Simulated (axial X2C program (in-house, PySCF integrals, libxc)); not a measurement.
**SnSe: from the spin-free to the two-component result**

All values were computed with an in-house all-electron X2C program for linear molecules (integrals from PySCF). Spin-free means the one-electron spin-free X2C Hamiltonian; two-component (2c) means X2C with spin–orbit coupling and atomic mean-field two-electron Coulomb and Gaunt terms, so the difference of the two also holds small scalar two-electron terms. Basis: Sn dyall-cv3z [11s12p9d4f1g], Se dyall-cv3z [8s9p6d4f1g] (cores contracted in-house); Gaussian nuclei, density fitting, unrestricted open shells. Masses: Sn 119.902 u, Se 79.917 u.

Spin-free state: M_S = 0, Λ = 0 (closed shell); fragments Sn + Se.

| level | Re (Å) | ωe (cm⁻¹) | De (eV) | μ (D) |
| --- | --- | --- | --- | --- |
| PBE0 | 2.324 | 338.3 | 4.560 | -3.00 |
| PBE50 | 2.298 | 356.6 | 4.268 | -3.20 |

Dipoles are positive if Se is the positive end.

Two-component determinant lowest at the distance of the search:

Ω = 0 (closed shell); fragments Sn + Se.

```json
{"level": "PBE0", "Re (Å)": "2.325", "ωe (cm⁻¹)": "336.9", "μ (D)": "-2.98"}
{"level": "PBE50", "Re (Å)": "2.300", "ωe (cm⁻¹)": "355.0", "μ (D)": "-3.18"}
```

Q: From the two tables, how do the constants change at the PBE0 level (2c against spin-free)?

A: At the PBE0 level Re increases by 0.001 Å and ωe decreases by 1.4 cm⁻¹.

Occupations by symmetry block were frozen at the best pattern of an incomplete PBE0 search. Closed shells are restricted here (equal orbitals for both partners); the stretched side of such a curve lies too high. Dissociation energies refer to the lowest single-determinant-based atoms at the same level and basis. De is not given where an atomic determinant may have missed its ground term or J level, or where the truncated virtual space spoils (T). Without a current term, density functionals place determinants with orbital angular momentum somewhat too high.
